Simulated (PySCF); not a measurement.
C₆ coefficients of unlike pairs at UHF

Calculated with PySCF 2.14 from the dipole response of each species, C₆(A,B) = (3/π) ∫ α_A(iu) α_B(iu) du, in atomic units, from isotropic polarisabilities. For ions this is the dispersion term alone; charge-induced terms of lower order in 1/R come first.

| species | configuration | basis | relativity | α (bohr³) | C₆ (like pair) |
| --- | --- | --- | --- | --- | --- |
| Nb²⁺ | [Kr] 4d3 (4F) | aug-cc-pVTZ-PP with one added diffuse shell each of s, p, d, f, g type with ECP28MDF (7s7p6d4f3g) | core potential | 10.31 | 53.41 |
| Ne³⁺ | [He] 2s2 2p3 (4S) | dyall-acv3z (15s9p4d2f) | spin-free X2C | 0.7102 | 0.6079 |
| Ga⁺ | [Ar] 3d10 4s2 (1S) | aug-cc-pVTZ-DK (7s6p4d2f) | spin-free X2C | 21.00 | 108.7 |
| Sb²⁺ | [Kr] 4d10 5s2 5p1 (2P) | aug-cc-pwCVTZ-DK3 (10s9p7d4f1g) | spin-free X2C | 16.94 | 108.7 |

Estimate C₆ for Sb²⁺ with Nb²⁺.

The integral gives 75.27. The combination rule 2 C_A C_B / (C_A α_B/α_A + C_B α_A/α_B) gives 75.42 and the geometric mean 76.18.

No spin-orbit coupling is included.

The other pairs:

| pair | C₆ |
| --- | --- |
| Ne³⁺, Nb²⁺ | 5.297 |
| Ga⁺, Nb²⁺ | 70.92 |
| Sb²⁺, Ga⁺ | 105.8 |
| Sb²⁺, Ne³⁺ | 7.173 |
| Ga⁺, Ne³⁺ | 6.182 |
